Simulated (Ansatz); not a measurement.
Born–Oppenheimer molecular dynamics of AlClFH$_{2}$N (6 atoms, charge 0, multiplicity 1). It goes on from the last frame of an earlier run, with new velocities.

Computed with RKS r2SCAN-D4/def2-SVP in Ansatz.

* ensemble: NVT, Nosé–Hoover chain
* time step: 1 fs
* steps asked: 100
* set temperature: 1500 K
* thermostat: time constant 50 fs, chain length 3
* seed: 559878

First frame:

```xyz
6
Properties=species:S:1:pos:R:3
Al 0.180 0.148 0.000
Cl -0.098 -0.533 1.998
N 1.600 -0.024 -0.996
H 2.434 -0.540 -0.703
H 1.905 0.453 -1.818
F -1.355 0.410 -0.649
```

Question: How far do the bonds stretch over the last three quarters of this one trajectory? (Pairs bonded in most of those frames.)

Answer: 
```tsv
bond	mean (Å)	spread (Å)	shortest	longest
Al1–Cl2	2.101	0.043	2.03	2.16
Al1–N3	1.771	0.028	1.73	1.83
Al1–F6	1.677	0.054	1.58	1.76
N3–H4	1.051	0.085	0.91	1.18
N3–H5	1.044	0.082	0.91	1.18
```

Mean temperature of the second half: 1494 K. The conserved energy wandered by up to 16.2 meV per atom (net 13.2 meV per atom), which is poor conservation. A run of 0.1 ps of so small a system gives no equilibrium averages.

Time of the run: 3.8 min on 1 thread of Intel(R) Xeon(R) Platinum 8488C (Sapphire Rapids), on a shared host, peak memory 0.15 GiB.
